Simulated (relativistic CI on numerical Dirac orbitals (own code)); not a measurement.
Computed by Dirac-Coulomb-Breit CI, separate exchange-only KLI orbitals for each configuration, a model potential for QED, unscaled Slater integrals (own radial code, finite nucleus).

The strongest absorption lines from the ground level of an ion, among the configurations computed and to levels below about 1270 eV (vacuum wavelength in nm, gf): 0.97713 (0.35), 0.97791 (0.068), 0.98220 (0.23), 0.98222 (0.061), 3.2486 (0.16), 3.5860 (2), 3.7920 (1.5), 4.0023 (0.16).

Question: Which ion is it?
A. Yb XLVI
B. Pm XXXVII
C. Ho XLIII
D. Gd XL

Answer: D. Gd XL has 25 electrons and the ground level 3s2 3p6 3d7 4F_9/2; the strongest line goes to 3s2 3p5 3d8 4D°_7/2. The pattern of lines fixes the number of electrons, and along that sequence the line energies rise steadily with the charge (about as its square where n changes within one kind of shell, about linearly where n is kept but much faster in heavy ions where fine structure, which grows about as Z⁴, sets the gap, and irregularly where shells cross), which fixes Z. Configurations outside the model, such as inner-shell arrays, can give stronger lines. At this charge energies of transitions that change n are usually good to better than 1 %, and those within a shell (Δn = 0) to a few per cent. Terms inside the open d or f shell come out 10 to 20 % too wide with unscaled integrals.

LS names give the leading component of a level, which can be under half, so a name can repeat, a term be missing and a line seem to break the LS rules.
